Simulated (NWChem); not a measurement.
Molecule: C$_{4}$H$_{4}$; SMILES C(C#C)=C

Computed with NWChem. All runs use the structure optimised with PBE0/def2-SVP. Ions are spin-unrestricted doublets at the neutral geometry; other ion states weren't tried.

Predict the results for B3LYP/aug-cc-pVDZ. Quantities: −ε(HOMO) (eV).

The −ε(HOMO) (eV) comes out as 6.96.
